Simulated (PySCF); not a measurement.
**Ti+ (titanium, charge +1) across methods**

[Ar] 3d1 4s2, 2D determinant (an excited configuration). Calculation: PySCF 2.14, in x2c-QZVPPall (11s7p5d3f2g, 96 functions); the spin-free X2C one-electron Hamiltonian (Gaussian nucleus). The B2PLYP total includes its PT2 part (frozen core); its orbital energies are those of the SCF part.

```json
{"method": "LDA", "E (hartree)": "-851.239", "mean ε 3d α (eV)": "-16.601", "mean ε 4s α (eV)": "-12.224", "mean ε 4s β (eV)": "-11.969", "Σ⟨r²⟩ (bohr²)": "33.78", "⟨S²⟩": "0.751"}
{"method": "PBE", "E (hartree)": "-853.111", "mean ε 3d α (eV)": "-16.696", "mean ε 4s α (eV)": "-12.038", "mean ε 4s β (eV)": "-11.795", "Σ⟨r²⟩ (bohr²)": "34.02", "⟨S²⟩": "0.751"}
{"method": "LC-wPBE", "E (hartree)": "-853.165", "mean ε 3d α (eV)": "-21.671", "mean ε 4s α (eV)": "-14.903", "mean ε 4s β (eV)": "-14.640", "Σ⟨r²⟩ (bohr²)": "34.12", "⟨S²⟩": "0.751"}
{"method": "r2SCAN", "E (hartree)": "-853.284", "mean ε 3d α (eV)": "-17.331", "mean ε 4s α (eV)": "-12.149", "mean ε 4s β (eV)": "-11.847", "Σ⟨r²⟩ (bohr²)": "34.34", "⟨S²⟩": "0.753"}
{"method": "CAM-B3LYP", "E (hartree)": "-853.392", "mean ε 3d α (eV)": "-20.262", "mean ε 4s α (eV)": "-13.879", "mean ε 4s β (eV)": "-13.672", "Σ⟨r²⟩ (bohr²)": "34.04", "⟨S²⟩": "0.751"}
{"method": "PBE0", "E (hartree)": "-853.146", "mean ε 3d α (eV)": "-18.765", "mean ε 4s α (eV)": "-12.758", "mean ε 4s β (eV)": "-12.521", "Σ⟨r²⟩ (bohr²)": "34.13", "⟨S²⟩": "0.751"}
{"method": "r2SCAN0", "E (hartree)": "-853.280", "mean ε 3d α (eV)": "-19.245", "mean ε 4s α (eV)": "-12.833", "mean ε 4s β (eV)": "-12.551", "Σ⟨r²⟩ (bohr²)": "34.34", "⟨S²⟩": "0.752"}
{"method": "B2PLYP", "E (hartree)": "-853.116", "mean ε 3d α (eV)": "-20.848", "mean ε 4s α (eV)": "-13.268", "mean ε 4s β (eV)": "-13.052", "Σ⟨r²⟩ (bohr²)": "34.42", "⟨S²⟩": "0.751"}
{"method": "UHF", "E (hartree)": "-852.41663", "mean ε 3d α (eV)": "-24.363", "mean ε 4s α (eV)": "-14.130", "mean ε 4s β (eV)": "-13.847", "Σ⟨r²⟩ (bohr²)": "35.14", "⟨S²⟩": "0.753"}
```
